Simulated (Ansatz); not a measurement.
The same path of C₂H₆AlO (10 atoms, charge 1, multiplicity 1) was run twice with different band settings. The coordinate that changes most is the dihedral H7–C1–C2–Al4.

Computed with Ansatz 0.2.0, RKS PBE/def2-SVP.

Relaxed end points:

```xyz
10
Properties=species:S:1:pos:R:3
C -0.782 -0.169 -1.234
C 0.078 -0.368 -0.066
O 0.558 -1.560 0.056
Al 0.578 1.083 1.382
H -0.379 0.686 -1.829
H -1.768 0.222 -0.885
H -0.910 -1.070 -1.864
H 1.136 -1.661 0.856
H -0.037 2.520 1.182
H 1.526 0.318 2.402
```

```xyz
10
Properties=species:S:1:pos:R:3
C -1.210 -0.120 -0.830
C -0.117 -0.341 0.117
O -0.175 -1.460 0.760
Al 1.490 0.967 0.513
H -1.722 0.834 -0.555
H -1.935 -0.954 -0.891
H -0.777 0.117 -1.832
H 0.578 -1.577 1.395
H 1.520 2.320 -0.295
H 2.348 0.214 1.618
```

Common settings: spring 5.0 eV/Å²; optimiser quadratic models (default); start path IDPP; force threshold 0.03 eV/Å; iteration limit 60; end points relaxed.

| run | movable images | climbing image |
| --- | --- | --- |
| 1 | 7 | yes |
| 2 | 4 | no |

(1) What does each run give, and how far can it be trusted?

Answers

(1) Run 1: converged after 5 iterations, highest image 0.061 eV above the first end. A vibrational analysis at the climbing image gives one clearly imaginary mode, 178i cm⁻¹: a first-order saddle point.
Run 2: converged after 5 iterations, highest image 0.054 eV above the first end. No image climbed, so the highest image needn't sit at the top of the path.
Limits of this set-up: the dipole of an ion depends on the origin.
